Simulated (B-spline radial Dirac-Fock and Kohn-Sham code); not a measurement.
# Magnetic form factor of the 5d shell of Re⁴⁺

System: the Re⁴⁺ ion in the configuration [Xe] 4f14 5d2 6s1 (an excited configuration).

Model: relativistic Hartree-Fock (Dirac-Fock) wave functions, averaged over the configuration. Program: a radial atomic solver. ⟨j_K⟩ is the integral of the 5d radial density with the spherical Bessel function j_K(4πsr), s = sin θ/λ.

```tsv
s (Å⁻¹)	⟨j0⟩	⟨j2⟩	⟨j4⟩
0	1.0000	0.0000	0.0000
0.05	0.9499	0.0198	0.0002
0.1	0.8133	0.0716	0.0022
0.15	0.6252	0.1362	0.0096
0.2	0.4269	0.1926	0.0246
0.25	0.2518	0.2264	0.0463
0.3	0.1182	0.2332	0.0710
0.35	0.0299	0.2166	0.0939
0.4	-0.0191	0.1847	0.1110
0.45	-0.0389	0.1459	0.1204
0.5	-0.0400	0.1070	0.1219
0.6	-0.0177	0.0440	0.1062
0.7	0.0073	0.0078	0.0782
0.8	0.0218	-0.0065	0.0496
0.9	0.0259	-0.0078	0.0268
1	0.0233	-0.0033	0.0113
1.1	0.0177	0.0024	0.0024
1.2	0.0116	0.0072	-0.0016
1.4	0.0024	0.0118	-0.0014
1.6	-0.0013	0.0109	0.0024
```

Radial moments of the shell: ⟨r²⟩ = 2.787, ⟨r⁴⟩ = 12.26, ⟨r⁶⟩ = 79.92 in powers of bohr.

Values without a named source are computed, but for edge energies of neutral atoms, which are taken from tables.
